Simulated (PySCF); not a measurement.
A structure optimised at PBE0-D3(BJ)/def2-SVP, used in a PySCF frequency run:

```xyz
4

V     -0.3618    -0.4084     0.0000
O      0.4804    -1.6620     0.0000
Cl     0.1317     0.6673     1.6979
Cl     0.1317     0.6673    -1.6979
```
Charge +1, spin multiplicity 1.

### Question
Write its SMILES, formula and point group.

### Answer
[O]=[V+]([Cl])[Cl], Cl2OV, Cs

### Question
What are its rotational constants (standard atomic weights)?

### Answer
5.2730, 2.3401, 1.7507 GHz
